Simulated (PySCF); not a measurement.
Correlation energy of Mo (molybdenum, neutral)

[Kr] 4d5 5p1, high-spin 7P determinant (an excited configuration). Computed with PySCF 2.14 in x2c-TZVPPall, with scalar relativity by spin-free X2C-1e. Frozen: [Kr]; 6 electrons correlated.

| level | correlation energy (mhartree) |
| --- | --- |
| CCSD | -78.39 |
| (T) | -2.11 |
| CCSD(T) | -80.50 |

Diagnostics: T1 = 0.013, D1 = 0.0340, largest double amplitude 0.068.

Cost of the coupled-cluster step: of the order of 4 core-seconds, for 6 correlated electrons.

The basis was made for the ground configuration and has no added diffuse functions, which can raise the energy of the promoted electron.
